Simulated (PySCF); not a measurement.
Two species compared at the same levels of theory.

First species: C₂H₇OPSi.
Atom-mapped SMILES: `[O:1]=[P@@H:2]1[CH2:3][C@@H:4]1[SiH3:5]` (hydrogens: H6 on P2; H7, H8 on C3; H9 on C4; H10, H11, H12 on Si5)

Structure used (GFN2-xTB), in Å, numbered top down from 1:
```xyz
12
C2H7OPSi angstrom
O      0.2697    2.1426    1.1639
P     -0.7332    1.1456    0.7815
C     -0.5926   -0.6148    1.1078
C     -0.4844   -0.1889   -0.3936
Si     1.2109   -0.3047   -1.2108
H     -2.0595    1.5280    0.8269
H     -1.4423   -1.2257    1.3738
H      0.3325   -0.9399    1.5667
H     -1.3381   -0.4820   -0.9900
H      2.2337    0.2593   -0.3382
H      1.4730   -1.7312   -1.4300
H      1.1315    0.4109   -2.4841
```

Second species: C2H11OPSi2.
Atom-mapped SMILES: `[CH3:1][O:2][SiH2:3][PH:4][SiH2:5][CH3:6]` (hydrogens: H7, H8, H9 on C1; H10, H11 on Si3; H12 on P4; H13, H14 on Si5; H15, H16, H17 on C6)

Levels: CAM-B3LYP/def2-SVPD for dipole moment, HOMO energy, LUMO energy, HOMO–LUMO gap, static isotropic polarisability and electronic spatial extent ⟨r²⟩ about the centre of nuclear charge; TDDFT CAM-B3LYP/def2-SVPD for lowest singlet excitation; TDA CAM-B3LYP/def2-SVPD for lowest triplet excitation (Tamm–Dancoff); GFN2-xTB for rotational constant A and rotational constant C. Geometries: GFN2-xTB. Each species is one conformer at its optimised geometry, gas phase, non-relativistic unless stated; the electronic structure was computed with PySCF and density fitting.

Dipoles, sizes and rotational constants follow the conformer. The torsions of the flexible species, by atom-mapped SMILES:
- `[CH3:1][O:2][SiH2:3][PH:4][SiH2:5][CH3:6]`: C1–O2–Si3–P4 -42°, O2–Si3–P4–Si5 -168°, Si3–P4–Si5–C6 63°

(1) Which has the higher dipole moment?

(2) Which of the two has the higher static isotropic polarisability, and by how much?

(3) Which of the two has the higher HOMO energy, and by how much?

(4) Which of the two has the higher LUMO energy, and by how much?

(5) Which of the two has the higher S1 energy, and by how much?

(6) Which of the two has the higher ⟨r²⟩, and by how much?

(7) Which of the two has the higher T1 energy, and by how much?

(8) Which has the higher rotational constant C?

## Answers

(1) The first: 4.01 D against 0.59 D, a difference of 3.42 D.

(2) The second: 109.5 au against 73.8 au, a difference of 35.7 au.

(3) The second: -8.33 eV against -8.69 eV, a difference of 0.36 eV.

(4) The first: 1.04 eV against 0.79 eV, a difference of 0.25 eV.

(5) The first: 6.36 eV against 6.02 eV, a difference of 0.34 eV.

(6) The second: 1609 bohr² against 715 bohr², a difference of 894 bohr².

(7) The first: 5.87 eV against 5.43 eV, a difference of 0.44 eV.

(8) The first: 1.811 GHz against 0.742 GHz, a difference of 1.069 GHz.

On the first: The principal polarisabilities are 64.6, 72.2 and 84.7 au; their mean is the isotropic value. In wavenumbers S1 is 51300 cm⁻¹ (1 eV = 8065.54 cm⁻¹).

On the second: A dipole of 0.59 D is allowed in C1, and pure rotational transitions are dipole-allowed. S1 lies 3.10 eV below the HOMO–LUMO gap; its leading configuration is HOMO→LUMO, weight 0.63.
